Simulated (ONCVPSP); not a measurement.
## An all-electron radial function and its pseudo partner (calcium)

Columns: radius, all-electron u(r) and pseudo u(r) of the 3s shell (level -46.83 eV) of calcium in the configuration [Ne] 3s2 3p6 4s2; LDA (Perdew-Wang 92), scalar-relativistic, ONCV scheme, ONCVPSP 4.0.1.

```tsv
r (bohr)	all-electron	pseudo
0.088	0.0875	0.1044
0.175	-0.4047	0.2082
0.262	-0.5320	0.3129
0.350	-0.3586	0.4198
0.438	-0.0507	0.5265
0.525	0.2705	0.6291
0.612	0.5497	0.7248
0.700	0.7656	0.8098
0.788	0.9121	0.8787
0.875	0.9959	0.9281
0.962	1.0297	0.9570
1.050	1.0251	0.9650
1.138	0.9924	0.9518
1.225	0.9413	0.9190
1.312	0.8787	0.8694
1.400	0.8091	0.8066
1.487	0.7381	0.7377
1.575	0.6669	0.6669
1.662	0.5991	0.5991
1.750	0.5344	0.5343
1.838	0.4742	0.4742
1.925	0.4197	0.4196
2.012	0.3701	0.3700
2.100	0.3248	0.3248
2.188	0.2843	0.2843
2.275	0.2487	0.2486
```

Problem. How many radial nodes do the two functions have?

Solution. The all-electron 3s function has n − l − 1 = 2; the pseudo-wave has 0, since the states of the same l below it are removed with the core.

Problem. At about which radius was the pseudo-wave matched?

Solution. 1.60 bohr. The columns agree to 0.0005 from 1.49 bohr on; several derivatives are matched, so the curves merge somewhat inside the radius.

Problem. Is the pseudo-wave norm-conserving?

Solution. Yes: the ONCV scheme keeps the norm inside the radius equal to the all-electron one, which fixes the energy derivative of the logarithmic derivative at the level.
